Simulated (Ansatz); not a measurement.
A structure relaxed at PBE-D4/def2-SVP in Ansatz, charge 0, singlet:

```xyz
7

Sn   -0.200   -2.886    0.140
Ge   -0.512   -0.116    1.203
Ge   -0.272   -0.771   -1.486
Ge    1.203    1.124   -0.540
Ge   -0.320    2.545    0.856
Ge    1.866   -1.057    0.607
Ge   -1.766    1.161   -0.780
```

Task: Give its formula.

Result: the cluster SnGe6.

Task: Summarise the bond lengths by kind (pairs closer than 1.2 times the sum of covalent radii, bridged metal pairs left out).

Result: 10 × Ge–Ge 2.51 to 2.78 Å; 3 × Ge–Sn 2.67 to 2.98 Å.

In the def2 sets Sn takes a core potential; there is no spin–orbit coupling. Another isomer (singlet) lies 1.03 eV lower at PBE0-D4/def2-TZVP; other spin states weren't run for this one.
